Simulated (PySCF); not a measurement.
# Computed properties of Al(F)(Me)(NHMe) (C2H7AlFN), SMILES [CH3][Al]([F])[NH]C

Al(F)(Me)(NHMe) (C₂H₇AlFN), SMILES C[NH][Al]([CH3])[F]. Geometry: B3LYP-D3(BJ)/def2-SVP. The structure was generated by enumeration; whether it is a known compound was not checked. The values are those of a single conformer. All values are computed for the isolated molecule unless a solvent is named; none is compared with measurement here.

**Structure.** The optimised structure has Cs symmetry. All 30 harmonic modes at B3LYP-D3(BJ)/def2-SVP (PySCF) are real, so it is a minimum. With heavy atoms numbered as in [Al:1]([F:2])([CH3:3])[NH:7][CH3:8], the shortest bond between them is N7–C8 at 1.452 Å and the longest Al1–C3 at 1.943 Å.

**Vibrations.** The strongest infrared lines (harmonic, unscaled, degenerate partners summed) lie at 777 cm⁻¹ (136 km/mol, Al 49 %, N 19 %, C 16 %, H 14 %), 553 cm⁻¹ (130 km/mol, H 85 %, N 13 %), 877 cm⁻¹ (123 km/mol, Al 49 %, F 43 %). The softest mode is at 63 cm⁻¹ and the zero-point energy is 57.9 kcal/mol.

**Electronic structure.** B3LYP/def2-TZVP (PySCF) places the frontier levels at -6.62 and -0.29 eV, a gap of 6.33 eV, and gives a dipole moment of 2.06 D and a mean polarisability of 56.5 bohr³. PBE/def2-TZVP (PySCF) at the same geometry gives -5.50 and -0.79 eV, so its gap is 1.62 eV narrower. An orbital gap is neither the optical nor the fundamental gap.

**Excitations.** TDA-ωB97X/def2-SVPD (PySCF) has S1 at 5.99 eV (207 nm, f = 0.041, weak); the most intense of the 10 singlets computed lies at 7.88 eV (f = 0.22). T1 (TDA) is at 5.81 eV, 0.18 eV under S1. TDA-PBE/def2-SVPD (PySCF) puts S1 at 4.65 eV. No vertical singlet excitation falls in the visible range (under 3.1 eV).

**NMR.** GIAO shifts at PBE0/pcSseg-1 (PySCF) (non-relativistic, atoms alike by connectivity averaged): ¹³C from -18.5 to 33.6 ppm against TMS; ¹H from 0.0 to 3.0 ppm against TMS; ¹⁹F at -180.8 ppm against CFCl3.
